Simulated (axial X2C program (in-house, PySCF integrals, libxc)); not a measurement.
**TcP: from the spin-free to the two-component result**

Calculated with an axial X2C code built on PySCF integrals. Spin-free means the one-electron spin-free X2C Hamiltonian; two-component (2c) means X2C with spin–orbit coupling and atomic mean-field two-electron Coulomb and Gaunt terms, so the difference of the two also holds small scalar two-electron terms. Basis: Tc dyall-cv3z [12s12p8d5f3g], P dyall-v3z [8s7p2d1f] (cores contracted in-house); Gaussian nuclei, density fitting, unrestricted open shells. Masses: Tc 98.907 u, P 30.974 u.

Spin-free state: M_S = 2, Λ = 1 (beyond evenly filled blocks: σα, π+α, δ+α, δ-α); fragments Tc + P.

```csv
level,Re (Å),ωe (cm⁻¹),De (eV),μ (D)
PBE0,2.102,483.9,3.140,-3.37
HF,2.428,275.5,0.272,-3.76
```

Dipoles are positive if P is the positive end.

Two-component determinant lowest at the distance of the search:

Ω = 1 (⟨Sz⟩ = 1.99, ⟨Lz⟩ = -0.99 at PBE0); fragments Tc + P.

```tsv
level	Re (Å)	ωe (cm⁻¹)	De (eV)	μ (D)
PBE0	2.100	486.2	3.173	-3.34
HF	2.425	275.7	0.295	-3.73
```

(1) From the two tables, how do the constants change at the PBE0 level (2c against spin-free)?

The state is a single determinant with fixed occupations, the lowest that a limited PBE0 search found. De is counted from the lowest determinant-based energies of the atoms at the same level, without counterpoise correction. Density functionals use the spin component along the axis (collinear). Other states lie close and PBE0, whose exact exchange favours high spin, may order them wrongly; the determinant shown need not be the ground state. The nearest other spin-free determinant of the search, M_S = 1, Λ = 0, lies 0.21 eV up at the distance of the search. Without a current term, density functionals place determinants with orbital angular momentum somewhat too high. With several unpaired electrons one determinant need not be a pure state. Open-shell Ω = 0 determinants with evenly filled partner blocks cannot be reached by this program, so the Ω shown need not be the lowest component. Some points did not converge and are left out. The determinant is spin-polarised beyond a pure state at some levels (its spin-free form has ⟨S²⟩ too high), which makes Re and μ there less reliable.

Answers

(1) At the PBE0 level Re goes down by 0.002 Å and ωe rises by 2.3 cm⁻¹; De changes by 0.033 eV.
